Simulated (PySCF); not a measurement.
CH₇AlO₂Si. Atoms are numbered in the order given.

```xyz
12

Al    -0.6833     0.6653     0.8219
H     -1.1974     1.0622     2.2429
O     -1.2823     1.5195    -0.5083
C     -1.1633     1.5670    -1.8994
H     -0.8030     2.5600    -2.2243
H     -0.4618     0.8083    -2.2958
H     -2.1452     1.3997    -2.3782
O      0.4446    -0.5865     0.6084
Si     1.5375    -1.7776     0.2867
H      0.9701    -3.1109     0.6444
H      2.7871    -1.5609     1.0734
H      1.8893    -1.7876    -1.1651
```
Charge 0, spin multiplicity 1.

Geometry: B3LYP-D3(BJ)/def2-SVP. The values are those of a single conformer.

The numbers are results of IEF-PCM-ωB97X/def2-SVP (PySCF 2.14.0), not measurements.

The values are the electrostatic part of the solvation free energy, E(continuum) − E(gas) at the gas-phase geometry, in a cavity of scaled van der Waals radii (PySCF's table); cavitation and dispersion terms are not included. A continuum can't describe solvent molecules that bind to the metal. In vacuum the orbital gap is 12.42 eV. The dipole moment in vacuum is 0.93 D.

Q: Estimate the values in water (ε = 78.36), 1-octanol (ε = 9.86), acetone (ε = 20.49). (Estimate from the structure and the level; the computed values follow.)

A: 
```json
[
 {"solvent": "water", "ε": "78.36", "ΔG(elec) (kcal/mol)": "-3.9", "dipole (D)": "1.14", "gap (eV)": "12.73"},
 {"solvent": "1-octanol", "ε": "9.86", "ΔG(elec) (kcal/mol)": "-3.4", "dipole (D)": "1.10", "gap (eV)": "12.68"},
 {"solvent": "acetone", "ε": "20.49", "ΔG(elec) (kcal/mol)": "-3.7", "dipole (D)": "1.12", "gap (eV)": "12.71"}
]
```
